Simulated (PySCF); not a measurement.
# Correlation energy of Ru (ruthenium, neutral)

[Kr] 4d7 5s1, high-spin 5F determinant. Calculation: PySCF 2.14, in cc-pVDZ-PP with ECP28MDF (4s4p3d1f, 38 functions); scalar relativity through the core potential. Frozen: 4s2 4p6; 8 electrons correlated.

MP2 pair energies summed by pair of shells (mhartree):

| pair | energy | share (%) |
| --- | --- | --- |
| 4d-4d | -114.58 | 84.1 |
| 4d-5s | -21.65 | 15.9 |

Total MP2 correlation energy: -136.23 mhartree.

Same-spin part -62.17 and opposite-spin part -74.06 mhartree; SCS-MP2 scales them by 1/3 and 6/5 to -109.60 mhartree.
